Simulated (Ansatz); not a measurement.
Mulliken charges of `N[Si](F)(Cl)Cl` from r2SCAN/def2-TZVPP in Ansatz (PBE0-D4/def2-TZVP geometry).

```json
{"atom": "N1", "x (Å)": "-1.059", "y (Å)": "0.086", "z (Å)": "0.192", "charge (e)": "-0.428"}
{"atom": "Si2", "x (Å)": "0.586", "y (Å)": "-0.079", "z (Å)": "-0.080", "charge (e)": "0.815"}
{"atom": "F3", "x (Å)": "1.378", "y (Å)": "-0.829", "z (Å)": "1.070", "charge (e)": "-0.285"}
{"atom": "Cl4", "x (Å)": "0.882", "y (Å)": "-1.181", "z (Å)": "-1.756", "charge (e)": "-0.224"}
{"atom": "Cl5", "x (Å)": "1.430", "y (Å)": "1.759", "z (Å)": "-0.217", "charge (e)": "-0.224"}
{"atom": "H6", "x (Å)": "-1.715", "y (Å)": "-0.649", "z (Å)": "-0.009", "charge (e)": "0.173"}
{"atom": "H7", "x (Å)": "-1.441", "y (Å)": "0.826", "z (Å)": "0.755", "charge (e)": "0.173"}
```

Task: By hand: the dipole of these point charges (1 e Å = 4.8032 D).

Result: Σ q r = (-0.526, 0.036, 0.119) e Å, of length 0.540 e Å = 2.59 D.

Task: How does the dipole of the full density compare? (Estimate.)

Result: Ansatz gave: (-0.529, 0.045, 0.104) e Å, 2.60 D; the point charges give 1.00 times that, at 2° from its direction.

Point charges leave out the atoms' own dipoles, such as those of lone pairs, and Mulliken's split depends on the basis, so the close match here is no proof of good charges.
